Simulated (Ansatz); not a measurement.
A single point on `CC[Si]F`.

```yaml
crystal:
  periodic: [false, false, false]
  atoms:
    - {symbol: C, position_ang: [-0.384788, 0.808213, -0.298185]}
    - {symbol: C, position_ang: [0.090688, -0.249101, 0.690152]}
    - {symbol: Si, position_ang: [1.193509, -1.662059, 0.086432]}
    - {symbol: F, position_ang: [0.886099, -1.602081, -1.503608]}
    - {symbol: H, position_ang: [-0.878854, 0.351501, -1.157447]}
    - {symbol: H, position_ang: [-1.087316, 1.508164, 0.161089]}
    - {symbol: H, position_ang: [0.453308, 1.392506, -0.685309]}
    - {symbol: H, position_ang: [-0.769143, -0.791281, 1.126040]}
    - {symbol: H, position_ang: [0.584998, 0.197737, 1.563835]}
basis:
  gaussian: {orbitals: def2-QZVPP}
correlation: {method: mp2}
```

```sh
$ ansatz run in.yaml --threads 2 --pin off --events-out ev --progress --plain
```

Shortened log:

```
Functional definition: HF
2322 factors; integrals over basis functions are off by at most 7.0e-4 eV
mean field evaluation 1: about -12707.2580 eV, gradient 4.2e1 eV
mean field evaluation 2: about -12707.3481 eV, gradient 4.2e1 eV
mean field evaluation 4: about -12711.4239 eV, gradient 3.8e0 eV
mean field evaluation 8: about -12711.4891 eV, gradient 3.4e-1 eV
mean field -12711.48975373 eV, -467.1386322923 hartree, gradient 3.4e-6 eV, S^2 0.000000; 0 other end points of the search recorded, 0 dependent functions left out; unrestricted orbitals would lower it
mean field evaluation 16: about -12711.4681 eV, gradient 5.3e0 eV
8 core orbitals not correlated: weight in the atoms' cores, before any rotation towards them, 1.000 or more for the frozen orbitals, at most 0.000 for the correlated occupied ones
reference -12711.48975373 eV, -467.1386322923 hartree; 12, 12 occupied and 371, 371 virtual orbitals, 2322 factors
second order -20.60271928 eV of doubles, -0.00000000 eV of singles
Total energy: -12732.09247300 eV, -467.8957682607 hartree
```

Run time 15 s (2 threads of a server CPU on a shared host); peak host memory 1.9 GiB.
